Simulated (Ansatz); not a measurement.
Frontier orbitals of CH$_{7}$MoN$_{3}$O (`C[O][Mo](=[NH])(=[NH])[NH2]`).

The species carries charge 0 and has multiplicity 1. Correlated methods include outer-core shells of Mo, which these sets cover unevenly. Mo: def2 effective core potential. The geometry is a stationary point of PBE0-D4/def2-TZVP. It is one conformer, not always the lowest. Basis def2-TZVPP, Ansatz.

```tsv
functional	HOMO (eV)	LUMO (eV)
ωB97M-V	-9.38	1.06
```

Question: Give HOMO and LUMO (eV) with LDA (SPW92), PBE, revPBE, BLYP, r2SCAN, B97M-V, PBE0, B3LYP, r2SCANh, r2SCAN0, HSE06 (plane-wave form), BHLYP, CAM-B3LYP, LC-ωPBE, ωB97X-V. (Estimate.)

Answer: The calculation gave: 
```tsv
functional	HOMO	LUMO
LDA (SPW92)	-6.03	-1.91
PBE	-5.84	-1.73
revPBE	-5.77	-1.65
BLYP	-5.72	-1.63
r2SCAN	-6.11	-1.65
B97M-V	-6.16	-1.61
PBE0	-7.15	-0.95
B3LYP	-6.92	-1.17
r2SCANh	-6.60	-1.35
r2SCAN0	-7.35	-0.90
HSE06 (plane-wave form)	-6.75	-1.33
BHLYP	-8.36	-0.05
CAM-B3LYP	-8.49	0.11
LC-ωPBE	-9.80	1.23
ωB97X-V	-9.45	1.16
```

B3LYP here is the variant with VWN-RPA as its local correlation; programs differ in this. LC-ωPBE has ω = 0.4 bohr⁻¹. Positive LUMOs are unbound and depend on the basis.
